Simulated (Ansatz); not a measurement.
System: C$_{4}$H$_{14}$Si$_{2}$, charge 0, multiplicity 1. SMILES: CC(C)C([SiH3])[SiH3]
Coordinates optimised at B3LYP-D3(BJ)/def2-TZVP (Ansatz, an electronic-structure program):
```
C
H 1 1.0980
C 1 1.5556 2 108.04
H 3 1.0968 1 107.56 2 74.45
C 3 1.5295 4 106.88 1 119.75
H 5 1.0918 3 111.11 4 -60.14
H 5 1.0919 6 107.91 3 122.13
H 5 1.0921 6 107.94 7 116.22
C 3 1.5299 4 107.28 5 118.82
H 9 1.0906 3 111.97 4 64.13
H 9 1.0914 10 107.92 3 121.87
H 9 1.0933 10 107.74 11 115.59
Si 1 1.8847 2 104.07 3 119.43
H 13 1.4821 1 111.45 2 -179.03
H 13 1.4830 14 108.20 10 145.61
H 13 1.4845 14 108.20 15 117.75
Si 1 1.8875 2 104.84 3 -124.33
H 17 1.4822 1 108.67 2 -42.87
H 17 1.4828 18 108.13 1 120.97
H 17 1.4830 18 108.34 19 116.72
```

Property: vertical ionisation energy (to the doublet state of charge +1; each state is the SCF solution reached for its spin), in eV. Cores are frozen in the correlated levels unless marked. UHF or UKS for open shells. No spin-orbit coupling. Non-relativistic. 

```json
[
 {"level": "HF/aug-cc-pV(D+d)Z", "program": "Ansatz", "vertical ionisation energy (eV)": "9.42"},
 {"level": "HF/aug-cc-pV(T+d)Z", "program": "Ansatz", "vertical ionisation energy (eV)": "9.37"},
 {"level": "SVWN5/def2-TZVPD", "program": "Ansatz", "vertical ionisation energy (eV)": "9.62"},
 {"level": "r2SCAN/def2-TZVPD", "program": "Ansatz", "vertical ionisation energy (eV)": "9.67"},
 {"level": "BHLYP/def2-TZVPD", "program": "Ansatz", "vertical ionisation energy (eV)": "9.99"},
 {"level": "CAM-B3LYP/def2-TZVPD", "program": "Ansatz", "vertical ionisation energy (eV)": "10.03"},
 {"level": "B2PLYP/def2-TZVPD", "program": "Ansatz", "vertical ionisation energy (eV)": "9.98"},
 {"level": "SCS-MP2/aug-cc-pV(D+d)Z", "program": "Ansatz", "vertical ionisation energy (eV)": "10.27"},
 {"level": "CCSD(T)/aug-cc-pV(D+d)Z", "program": "Ansatz", "vertical ionisation energy (eV)": "10.12"}
]
```
